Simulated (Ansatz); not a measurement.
Saddle point of AlNH₄SF₂, singlet (AlNH₂F₂ ([NH2][Al]([F])[F]) + H₂S → AlHSF₂ ([F][Al]([F])[SH]) + NH₃ (still joined by a long Al–N bond); bonds formed: N2–H5; dative contacts that become bonds: Al1–S6; bonds broken: H5–S6; bonds weakened to dative contacts: Al1–N2), PBE0-D4/def2-TZVP structure:

| atom | x (Å) | y (Å) | z (Å) |
| --- | --- | --- | --- |
| Al1 | -0.1763 | -0.4666 | -0.8193 |
| N2 | 0.2611 | 1.1906 | -0.1531 |
| F3 | 0.8880 | -1.1037 | -1.9061 |
| F4 | -1.7970 | -0.7619 | -0.9453 |
| H5 | 0.5405 | 0.1283 | 1.1076 |
| S6 | 0.4629 | -1.3159 | 1.3773 |
| H7 | 1.0866 | 1.6682 | -0.4899 |
| H8 | -0.4636 | 1.8775 | 0.0063 |
| H9 | -0.8022 | -1.2165 | 1.8224 |

Energies are electronic, without zero-point energy. Barriers and step energies count from the start structure reached by relaxing down the imaginary mode; all methods use the PBE0-D4 structures, on which another method's saddle can fall below an end. Ansatz 0.2.0; basis: def2-TZVPP, with def2-QZVPP for the basis limit; cores frozen in the correlated methods. B3LYP uses VWN-RPA correlation. Extrapolation: Hartree–Fock as exp(−7.88 √X), correlation as X^−2.97.

| method | barrier (eV) | step energy (eV) |
| --- | --- | --- |
| SPW92 | -0.080 | -1.182 |
| PBE-D4 | 0.054 | -1.154 |
| BLYP-D4 | ? | -1.071 |
| r2SCAN-D4 | 0.131 | -1.195 |
| B97M-V | 0.221 | -1.225 |
| PBE0-D4 | 0.160 | -1.218 |
| B3LYP-D4 | 0.245 | -1.131 |
| r2SCAN0-D4 | 0.209 | -1.236 |
| BHLYP-D4 | ? | -1.197 |
| CAM-B3LYP-D4 | 0.296 | -1.144 |
| wB97X-V | 0.300 | -1.180 |
| wB97M-V | 0.291 | -1.173 |
| B2PLYP | 0.274 | -1.159 |
| PBE-QIDH | ? | -1.245 |
| RPA on PBE | 0.315 | -1.117 |
| HF | 0.647 | -1.250 |
| MP2 | 0.250 | -1.193 |
| CCSD | 0.370 | -1.185 |
| CCSD(T) | 0.302 | -1.181 |

Problem. Fill in the withheld barriers. (Judge from chemistry; the value comes from the calculation.)

Solution. Computed: PBE-QIDH 0.239; BHLYP-D4 0.374; BLYP-D4 0.165 eV. Each is the energy of the saddle less that of the start structure, by the same method.

For comparison, the barrier by CCSD(T) at an estimated basis limit (MP2 extrapolated from triple and quadruple zeta, plus CCSD(T) − MP2 in triple zeta) is 0.304 eV.

No T1 diagnostic of these runs exceeds 0.012.

Exchanges of this kind with a chalcogen hydride build sulfide and selenide films.

Labels in which every atom is bracketed show which atoms are joined, not bond orders.

For scale, one of the runs: CCSD(T)/def2-TZVPP, 233 basis functions, launched by `ansatz run in.yaml --threads 3 --pin off --events-out ev --progress --plain --max-ram 6092MiB`. Time: 65 s of wall clock on 3 CPU threads of an Intel Xeon; the host was shared. Peak host memory: 4.4 GiB.
